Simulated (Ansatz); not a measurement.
Computed with Ansatz on PBE0-D4/def2-TZVP structures; ΔE is electronic, products minus reactants. CBS: MP2 limit from def2 TZ/QZ plus the TZ coupled-cluster correction, frozen cores. This one scheme is used for every species. Functionals use def2-TZVPP. Triplets are unrestricted, without spin–orbit coupling. One conformer a species, not always the lowest.

`CC[Si]OC` → `CO[Si]C` + `[CH2]` (triplet)  (formal loss of a carbene)

`CC[Si]OC`:

Z-matrix (Å, degrees):
```
C
C 1 1.533
H 1 1.093 2 111.7
H 1 1.095 2 111.7 3 119.8
H 1 1.093 2 111.9 3 -120.5
Si 2 1.915 1 110.0 3 -67.2
H 2 1.096 1 109.7 3 175.3
H 2 1.096 1 110.7 3 58.2
O 6 1.646 2 103.5 1 77.3
C 9 1.407 6 134.4 2 3.1
H 10 1.093 9 108.9 6 131.3
H 10 1.093 9 109.5 6 -110.4
H 10 1.093 9 112.4 6 10.6
```

`CO[Si]C`:

```xyz
10

C     0.895    0.149    1.269
O     0.109   -0.998    1.050
Si   -0.918   -1.462   -0.149
C    -0.861    0.013   -1.358
H     1.945   -0.144    1.342
H     0.788    0.885    0.468
H     0.601    0.610    2.215
H     0.151    0.188   -1.743
H    -1.196    0.943   -0.884
H    -1.515   -0.182   -2.211
```

`[CH2]` (triplet):

Z-matrix (Å, degrees):
```
C
H 1 1.079
H 1 1.079 2 134.9
```

Question: Is it downhill or uphill in electronic energy at CCSD(T)/CBS, and by how much? (Best estimate.)

Answer: The calculation gave: Uphill: ΔE = +100.8 kcal/mol.

Question: What do these levels give: PBE-D4, r2SCANh-D4, r2SCAN0-D4, revPBE, SCS-MP2/def2-TZVPP, HF/CBS(def2)? (An estimate is asked.)

Answer: The calculation gave: PBE-D4 102.2, r2SCANh-D4 94.5, r2SCAN0-D4 94.0, revPBE 94.0, SCS-MP2/def2-TZVPP 101.3, HF/CBS(def2) 64.7 kcal/mol.

Largest T1 diagnostic among the species: 0.014.

Leaving LDA and LC-ωPBE aside and taking each functional with its dispersion term where it has one, the values, not all of them listed here, spread over 9.1 kcal/mol, from r2SCAN0-D4 to ωB97X-V. LDA lies +17.7 kcal/mol from PBE without D4. The D4 term adds +3.0 kcal/mol with B3LYP and +1.7 kcal/mol with PBE0; it sums over pairs of atoms, weighted by their polarisabilities, and B3LYP, whose exchange is more repulsive, gets the larger term. From BLYP to BHLYP (50 % exact exchange), in def2-TZVPP and without D4, ΔE moves by −1.0 kcal/mol.

B3LYP here is the variant with VWN-RPA as its local correlation; programs differ in this.
